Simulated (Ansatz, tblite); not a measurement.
Isomers of Sn$_{2}$O$_{2}$⁻ (doublet), found by a short tight-binding search and relaxed with r2SCAN-D4/def2-SVPD in Ansatz.

In the def2 sets Sn takes a core potential; there is no spin–orbit coupling. The xTB rows come from tblite. B3LYP takes the VWN-RPA correlation. Correlated methods freeze 10 core orbitals; core or outer-core shells of Sn are correlated, in sets that lack core-valence functions. In CCSD on the charge -1 doublet the largest single amplitude is 0.45, so its Hartree–Fock determinant may place the open shell otherwise than the density functionals do.

Run but left out: HF/def2-SVPD, MP2/def2-SVPD (A: a determinant that CCSD turns far, T1 0.056).

A: At PBE-D4/def2-TZVPD, r2SCAN-D4/def2-TZVPD, B97M-V/def2-TZVPD, B3LYP-D4/def2-TZVPD and others the highest occupied level of the charge -1 doublet lies above zero (up to 1.28 eV). By energy differences its removal costs 0.85 eV (vertical, to the charge 0 singlet, at PBE0-D4/def2-TZVPD). At CCSD(T)/def2-SVPD T1 of the charge -1 doublet is large (up to 0.056), so the single-reference result is doubtful. B: At PBE-D4/def2-TZVPD, r2SCAN-D4/def2-TZVPD, B97M-V/def2-TZVPD, B3LYP-D4/def2-TZVPD and others the highest occupied level of the charge -1 doublet lies above zero (up to 1.16 eV). It is a level of α spin, whose loss leaves a singlet; that state wasn't run at this geometry and level. The electron is either unbound and held by the finite basis, or the level is raised by self-interaction error.

Other spin states were run for one of them alone.

A:

```
atom   x (Å)   y (Å)   z (Å)
 Sn1  -0.820  -0.845   1.010
 Sn2   0.820   0.845  -1.010
  O3   0.993   0.130   0.915
  O4  -0.993  -0.130  -0.916
```

B:

```xyz
4

Sn   -1.0928   -0.9258   -0.2803
Sn    0.5719    1.3059    0.3121
O     0.1443   -0.4623    1.3353
O     0.3765    0.0822   -1.3671
```

Question: Estimate their order by electronic energy at PBE0-D4/def2-TZVPD, counted from the lowest.

Answer: A (0.0) < B (6.7), in kcal/mol.

Question: Do the other levels pick the same lowest one?

Answer: Not GFN1-xTB. Energies above each level's lowest (kcal/mol):

```tsv
level	A	B
GFN1-xTB	1.0	0.0
GFN2-xTB	0.0	5.9
PBE-D4/def2-TZVPD	0.0	6.4
r2SCAN-D4/def2-TZVPD	0.0	7.3
B97M-V/def2-TZVPD	0.0	7.7
B3LYP-D4/def2-TZVPD	0.0	8.2
PBE0-D4/def2-TZVPD	0.0	6.7
CCSD/def2-SVPD	0.0	8.0
CCSD(T)/def2-SVPD	0.0	8.3
```
Point groups (tolerance 0.1 Å): A D2h, B C2v. A and B have the same bonds, so they are conformers or stereoisomers. Lower isomers may exist.
